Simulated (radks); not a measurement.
Species: the tungsten ion W5+. Configuration: [Xe] 4f14 5d1. Method: Dirac Kohn-Sham, PBE, spin-unpolarised, spherical densities, finite nucleus; open shells fill j = l - 1/2 first; Fermi nuclear charge, rms radius 5.3658 fm; computed with a radial shooting solver on a logarithmic mesh with Libxc functionals.

Normalised radial functions P(r) = r R(r) (large component), r in bohr:

r           5p3/2    5d3/2    5d5/2
0.001198   0.0015   0.0000   0.0000
0.001384   0.0020   0.0000   0.0000
0.001598   0.0026   0.0000   0.0000
0.001831   0.0034   0.0001   0.0000
0.002114   0.0044   0.0001   0.0000
0.002442   0.0057   0.0001   0.0000
0.00282    0.0074   0.0002   0.0001
0.00323    0.0095   0.0002   0.0001
0.003731   0.0123   0.0003   0.0002
0.004309   0.0159   0.0004   0.0002
0.004976   0.0204   0.0006   0.0004
0.005701   0.0258   0.0008   0.0005
0.006584   0.0329   0.0012   0.0008
0.007604   0.0418   0.0017   0.0012
0.008781   0.0527   0.0025   0.0018
0.01006    0.0652   0.0035   0.0026
0.01162    0.0810   0.0050   0.0038
0.01342    0.0996   0.0071   0.0055
0.0155     0.1211   0.0100   0.0081
0.0179     0.1452   0.0141   0.0117
0.0205     0.1699   0.0195   0.0164
0.02368    0.1967   0.0271   0.0232
0.02735    0.2226   0.0374   0.0326
0.03158    0.2445   0.0510   0.0451
0.03618    0.2583   0.0674   0.0604
0.04179    0.2613   0.0892   0.0810
0.04826    0.2474   0.1158   0.1065
0.05574    0.2118   0.1469   0.1367
0.06386    0.1551   0.1795   0.1688
0.07375    0.0705   0.2149   0.2044
0.08517   -0.0354   0.2474   0.2380
0.09836   -0.1520   0.2714   0.2643
0.1127    -0.2566   0.2796   0.2760
0.1301    -0.3400   0.2657   0.2670
0.1503    -0.3712   0.2218   0.2289
0.1736    -0.3301   0.1439   0.1572
0.1989    -0.2179   0.0411   0.0594
0.2297    -0.0319  -0.0895  -0.0678
0.2652     0.1902  -0.2250  -0.2030
0.3063     0.3969  -0.3410  -0.3227
0.3538     0.5296  -0.4113  -0.4007
0.4053     0.5437  -0.4157  -0.4154
0.4681     0.4203  -0.3441  -0.3563
0.5406     0.1689  -0.1972  -0.2215
0.6243    -0.1637   0.0079  -0.0260
0.7153    -0.4926   0.2304   0.1913
0.826     -0.7920   0.4660   0.4264
0.954     -0.9892   0.6707   0.6357
1.102     -1.0573   0.8181   0.7919
1.262     -1.0056   0.8887   0.8735
1.458     -0.8559   0.8854   0.8823
1.684     -0.6536   0.8090   0.8166
1.944     -0.4464   0.6788   0.6938
2.228     -0.2794   0.5301   0.5484
2.572     -0.1497   0.3708   0.3887
2.971     -0.0691   0.2316   0.2462
3.431     -0.0269   0.1268   0.1368
3.931     -0.0092   0.0625   0.0685
4.54      -0.0024   0.0250   0.0279
5.243     -0.0005   0.0083   0.0094

5p3/2: eigenvalue -97.289 eV, 3 radial nodes at r = 0.0814, 0.235, 0.583 bohr, <r> = 1.23 bohr, 90 % of the charge inside 1.78 bohr. 5d3/2: eigenvalue -57.450 eV, 2 radial nodes at r = 0.209, 0.621 bohr, <r> = 1.57 bohr, 90 % of the charge inside 2.33 bohr. 5d5/2 (empty): eigenvalue -56.239 eV, 2 radial nodes at r = 0.213, 0.635 bohr, <r> = 1.60 bohr, 90 % of the charge inside 2.38 bohr.
